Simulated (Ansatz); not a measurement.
The cluster In₂Se₃, 5 atoms. Hardware: 4 threads of Arm Neoverse V1 on a shared host.

In the def2 sets In takes a core potential; there is no spin–orbit coupling. Correlated methods freeze 35 core orbitals; core or outer-core shells of In, Se are correlated, in sets that lack core-valence functions.

Question: How many basis functions does each of these Ansatz runs have, and roughly what does it cost? LC-ωPBE (ω = 0.30 bohr⁻¹)/def2-SVP, charge 0 triplet, energy, from earlier orbitals; r2SCAN-D4/def2-TZVP, charge 1 doublet at the geometry of the charge 0 singlet, energy, from earlier orbitals; LC-ωPBE (ω = 0.15 bohr⁻¹)/def2-SVP, charge -1 doublet at the geometry of the charge 0 singlet, energy, from earlier orbitals; LC-ωPBE (ω = 0.15 bohr⁻¹)/def2-SVP, charge 1 doublet at the geometry of the charge 0 singlet, energy, from earlier orbitals; PBE0-D4/def2-TZVP, charge 0 triplet, energy, from earlier orbitals; RPA@PBE/def2-TZVP, charge 0 singlet, energy, from earlier orbitals; HF/STO-3G, charge 0 quintet, energy; PBE-D4/def2-TZVP, charge 0 singlet, energy, from earlier orbitals; r2SCAN-D4/def2-TZVP, charge 0 quintet, energy, from earlier orbitals; PBE-D4/def2-TZVP, charge 1 doublet at the geometry of the charge 0 singlet, energy, from earlier orbitals; PBE-QIDH/def2-TZVP, charge 0 triplet, energy, from earlier orbitals; PBE0-D4/def2-TZVPD, charge 0 singlet, energy, from earlier orbitals.

Answer: Other jobs shared the machine, so times can vary by a factor of up to 3. A dash marks memory too small to be measured apart from the calling script's.

```csv
run,functions,fitting or Cholesky vectors,wall time,peak host memory (GiB)
"PBE-D4/def2-TZVP, charge 0 singlet, energy, from earlier orbitals",244,1937,4.9 s,–
"LC-ωPBE (ω = 0.15 bohr⁻¹)/def2-SVP, charge 1 doublet at the geometry of the charge 0 singlet, energy, from earlier orbitals",148,1670,7 s,–
"PBE-D4/def2-TZVP, charge 1 doublet at the geometry of the charge 0 singlet, energy, from earlier orbitals",244,1937,12 s,–
"HF/STO-3G, charge 0 quintet, energy",108,1275,15 s,0.9
"RPA@PBE/def2-TZVP, charge 0 singlet, energy, from earlier orbitals",244,1962,15 s,0.87
"PBE0-D4/def2-TZVPD, charge 0 singlet, energy, from earlier orbitals",283,2385,16 s,1.5
"LC-ωPBE (ω = 0.15 bohr⁻¹)/def2-SVP, charge -1 doublet at the geometry of the charge 0 singlet, energy, from earlier orbitals",148,1670,17 s,–
"LC-ωPBE (ω = 0.30 bohr⁻¹)/def2-SVP, charge 0 triplet, energy, from earlier orbitals",148,1670,18 s,0.79
"PBE0-D4/def2-TZVP, charge 0 triplet, energy, from earlier orbitals",244,1956,24 s,1.3
"r2SCAN-D4/def2-TZVP, charge 0 quintet, energy, from earlier orbitals",244,1937,25 s,–
"r2SCAN-D4/def2-TZVP, charge 1 doublet at the geometry of the charge 0 singlet, energy, from earlier orbitals",244,1937,25 s,–
"PBE-QIDH/def2-TZVP, charge 0 triplet, energy, from earlier orbitals",244,1956,56 s,1.6
```
